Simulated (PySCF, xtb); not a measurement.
CsF, SMILES [F][Cs].

Harmonic wavenumbers (cm⁻¹) from xtb 6.7.1 with GFN2-xTB at its own minimum, in rising order: 199.

Problem. What does PySCF with B3LYP-D3(BJ)/def2-TZVPD give at its own minimum? (Estimate from the structure and the level; the computed values follow.)

Solution. 344. Paired by order, the mean absolute difference is 145 cm⁻¹ and the zero-point energies are 0.3 and 0.5 kcal/mol.
